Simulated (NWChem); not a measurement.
System: Si₂H₃, doublet; SMILES [Si][SiH3]

The following NWChem deck was run.

```
start job
memory heap 200 mb stack 900 mb global 1100 mb
geometry units angstroms noautoz
  Si    -0.019632     1.343620     0.000000
  Si    -0.007592    -1.038093     0.000000
  H     -0.588768    -1.700520     1.213448
  H      1.474885    -1.313956     0.000000
  H     -0.588768    -1.700520    -1.213448
end
basis spherical
  * library def2-svp
end
dft
  odft
  mult 2
  xc b3lyp
  iterations 150
  mulliken
end
task dft energy
```

Parts of the log:

```
             Northwest Computational Chemistry Package (NWChem) 7.3.0
             --------------------------------------------------------

 CS  symmetry detected

                             Geometry "geometry" -> ""
                             -------------------------

 Output coordinates in angstroms (scale by  1.889725989 to convert to a.u.)

  No.       Tag          Charge          X              Y              Z
 ---- ---------------- ---------- -------------- -------------- --------------
    1 Si                  14.0000    -0.01018282    -1.35780407     0.00000000
    2 Si                  14.0000    -0.00997695     1.02393936     0.00000000
    3 H                    1.0000    -0.59443717     1.68347050     1.21344800
    4 H                    1.0000     1.47111107     1.30716491     0.00000000
    5 H                    1.0000    -0.59443717     1.68347050    -1.21344800

 Effective nuclear repulsion energy (a.u.)      65.8795529231

      Symmetry information
      --------------------

 Group name             Cs
 Group number              2
 Group order               2
 No. of unique centers     4

                                 NWChem DFT Module
                                 -----------------

 Summary of "ao basis" -> "ao basis" (spherical)
 ------------------------------------------------------------------------------
       Tag                 Description            Shells   Functions and Types
 ---------------- ------------------------------  ------  ---------------------
 Si                         def2-svp                 8       18   4s3p1d
 H                          def2-svp                 3        5   2s1p

      Symmetry analysis of basis
      --------------------------

        a'         35
        a"         16

            General Information
            -------------------
          SCF calculation type: DFT
          Wavefunction type:  spin polarized.
          No. of atoms     :     5
          No. of electrons :    31
           Alpha electrons :    16
            Beta electrons :    15
          Charge           :     0
          Spin multiplicity:     2
          Use of symmetry is: on ; symmetry adaption is: on
          Maximum number of iterations: 150
          AO basis - number of functions:    51
                     number of shells:    25
          Convergence on energy requested:  1.00D-06
          Convergence on density requested:  1.00D-05
          Convergence on gradient requested:  5.00D-04

              XC Information
              --------------
                         B3LYP Method XC Potential
                     Hartree-Fock (Exact) Exchange  0.200
                        Slater Exchange Functional  0.800 local
                    Becke 1988 Exchange Functional  0.720 non-local
              Lee-Yang-Parr Correlation Functional  0.810
                  VWN I RPA Correlation Functional  0.190 local

             Grid Information
             ----------------
          Grid used for XC integration:  medium
          Radial quadrature: Mura-Knowles
          Angular quadrature: Lebedev.
          Tag              B.-S. Rad. Rad. Pts. Rad. Cut. Ang. Pts.
          ---              ---------- --------- --------- ---------
          Si                  1.10       88          10.0       590
          H                   0.35       45          11.0       434
          Grid pruning is: on
          Number of quadrature shells:   266
          Spatial weights used:  Erf1

      Superposition of Atomic Density Guess
      -------------------------------------

 Sum of atomic energies:        -578.97492570

      Non-variational initial energy
      ------------------------------

 Total energy =    -579.175020
 1-e energy   =    -933.593282
 2-e energy   =     288.538709
 HOMO         =      -0.089777
 LUMO         =      -0.083211

   Symmetry analysis of molecular orbitals - initial alpha
   -------------------------------------------------------

  Numbering of irreducible representations:

     1 a'          2 a"

  Orbital symmetries:

     1 a'          2 a'          3 a'          4 a'          5 a'
     6 a"          7 a'          8 a'          9 a'         10 a"
    11 a'         12 a'         13 a"         14 a'         15 a'
    16 a"         17 a'         18 a'         19 a'         20 a"
    21 a'         22 a'         23 a'         24 a'         25 a"
    26 a'

   Symmetry analysis of molecular orbitals - initial beta
   ------------------------------------------------------

  Numbering of irreducible representations:

     1 a'          2 a"

  Orbital symmetries:

     1 a'          2 a'          3 a'          4 a'          5 a'
     6 a"          7 a'          8 a'          9 a'         10 a"
    11 a'         12 a'         13 a"         14 a'         15 a'
    16 a"         17 a'         18 a'         19 a'         20 a"
    21 a'         22 a'         23 a'         24 a'         25 a"
    26 a'

     ---------------------------------------------
      Total Density - Mulliken Population Analysis
     ---------------------------------------------

    Atom       Charge   Shell Charges
 -----------   ------   -------------------------------------------------------
    1 Si  14    13.76   2.00  1.99  1.29  0.65  5.93  0.69  1.17  0.02
    2 Si  14    14.04   2.00  1.99  1.05  0.32  5.94  1.19  1.45  0.10
    3 H    1     1.07   0.69  0.37  0.01
    4 H    1     1.05   0.68  0.37  0.01
    5 H    1     1.07   0.69  0.37  0.01

     --------------------------------------------
      Spin Density - Mulliken Population Analysis
     --------------------------------------------

    Atom       Charge   Shell Charges
 -----------   ------   -------------------------------------------------------
    1 Si  14     0.88   0.00  0.00  0.00  0.00  0.00  0.24  0.64  0.00
    2 Si  14     0.06   0.00  0.00  0.00  0.00  0.00  0.00  0.04  0.02
    3 H    1     0.03   0.02  0.01  0.00
    4 H    1     0.00   0.00  0.00  0.00
    5 H    1     0.03   0.02  0.01  0.00

   convergence    iter        energy       DeltaE   RMS-Dens  Diis-err
 ---------------- ----- ----------------- --------- --------- ---------
 d= 0,ls=0.0,diis     1   -580.5181396580 -6.46D+02  7.85D-03  3.54D-02
                                                     6.17D-03  2.89D-02
 d= 0,ls=0.0,diis     2   -580.5377773731 -1.96D-02  3.62D-03  3.74D-03
                                                     3.64D-03  3.67D-03
 d= 0,ls=0.0,diis     3   -580.5410852078 -3.31D-03  1.16D-03  1.00D-03
                                                     9.86D-04  7.72D-04
 d= 0,ls=0.0,diis     4   -580.5420022947 -9.17D-04  1.79D-04  1.83D-05
                                                     1.58D-04  1.83D-05
 d= 0,ls=0.0,diis     5   -580.5420184962 -1.62D-05  6.51D-05  4.05D-06
                                                     5.87D-05  3.64D-06
  Resetting Diis
 d= 0,ls=0.0,diis     6   -580.5420221437 -3.65D-06  1.56D-05  1.26D-07
                                                     9.54D-06  9.03D-08
 d= 0,ls=0.0,diis     7   -580.5420222862 -1.42D-07  4.39D-06  4.43D-09
                                                     6.31D-06  7.96D-09

         Total DFT energy =     -580.542022286169
      One electron energy =     -934.721026937547
           Coulomb energy =      331.172111382120
    Exchange-Corr. energy =      -42.872659653877
 Nuclear repulsion energy =       65.879552923135

 Numeric. integr. density =       31.000002153457

                  Occupations of the irreducible representations
                  ----------------------------------------------

                     irrep           alpha         beta
                     --------     --------     --------
                     a'               12.0         12.0
                     a"                4.0          3.0

                    DFT Final Alpha Molecular Orbital Analysis
                    ------------------------------------------

 Vector   14  Occ=1.000000D+00  E=-3.508702D-01  Symmetry=a"
              MO Center= -3.9D-01,  1.4D+00,  3.0D-10, r^2= 2.3D+00
   Bfn.  Coefficient  Atom+Function         Bfn.  Coefficient  Atom+Function
  ----- ------------  ---------------      ----- ------------  ---------------
    37      0.323115  3 H  s                 47     -0.323115  5 H  s
    28      0.292611  2 Si pz                31      0.226775  2 Si pz
    25     -0.168519  2 Si pz                38      0.167830  3 H  s
    48     -0.167830  5 H  s                 10      0.055079  1 Si pz
    13      0.050027  1 Si pz                35      0.043352  2 Si d  1

 Vector   15  Occ=1.000000D+00  E=-2.498926D-01  Symmetry=a'
              MO Center=  6.5D-03, -7.0D-01, -1.0D-13, r^2= 3.6D+00
   Bfn.  Coefficient  Atom+Function         Bfn.  Coefficient  Atom+Function
  ----- ------------  ---------------      ----- ------------  ---------------
     9     -0.335262  1 Si py                 4      0.310313  1 Si s
    12     -0.305866  1 Si py                30      0.286258  2 Si py
    27      0.275445  2 Si py                 3      0.239593  1 Si s
     6      0.173977  1 Si py                21     -0.162629  2 Si s
     2      0.149898  1 Si s                 22     -0.149509  2 Si s

 Vector   16  Occ=1.000000D+00  E=-1.977333D-01  Symmetry=a"
              MO Center= -2.8D-02, -1.1D+00,  6.7D-17, r^2= 2.8D+00
   Bfn.  Coefficient  Atom+Function         Bfn.  Coefficient  Atom+Function
  ----- ------------  ---------------      ----- ------------  ---------------
    13      0.640026  1 Si pz                10      0.437323  1 Si pz
     7     -0.225307  1 Si pz                38     -0.133120  3 H  s
    48      0.133120  5 H  s                 37     -0.093295  3 H  s
    47      0.093295  5 H  s                 31      0.079717  2 Si pz
    33     -0.067851  2 Si d -1              15      0.031846  1 Si d -1

[...]
```

Level: B3LYP/def2-SVP, spin-unrestricted. In the optimisation the excess spin sits in a" (Cs, its own frame). Geometry: optimised at PBE0/def2-SVP, spin-unrestricted. No stability test was run on the SCF state. B3LYP is NWChem's, with the RPA form of VWN correlation.
